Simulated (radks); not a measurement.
The numbers below are computed, except where a source is named.
Task: These are the eigenvalues of the occupied orbitals of an atom or ion with whole-number occupations (hartree). Level of theory: Dirac Kohn-Sham, exchange-only B88, spin-unpolarised, spherical densities, finite nucleus; Fermi nuclear charge, rms radius of each element as measured or else 0.836 A^(1/3) + 0.57 fm (a radial shooting solver on a logarithmic mesh with Libxc functionals).

| orbital | eigenvalue |
|---|---|
| 1s1/2 | -350.8789 |
| 2s1/2 | -43.38522 |
| 2p1/2 | -38.31300 |
| 2p3/2 | -37.43505 |
| 3s1/2 | -5.53548 |
| 3p1/2 | -3.92598 |
| 3p3/2 | -3.81140 |
| 3d3/2 | -1.13737 |
| 3d5/2 | -1.12304 |
| 4s1/2 | -0.69733 |
| 4d3/2 | -0.14434 |

Which element is it, and in what charge state? The configuration may be excited. Open shells, if any, fill j = l - 1/2 first.

Result: Z = 30, zinc, charge +1: Zn+ in [Ar] 3d9 4s1 4d1. The list shows which subshells hold electrons but not how many an open one holds; the 1s level, -350.88 hartree, gives Z - s = 26.5 by -(Z - s)^2/2, which with screening and relativity narrows Z to a few neighbours, and the depths of the outer levels then fix element, charge and occupations together.
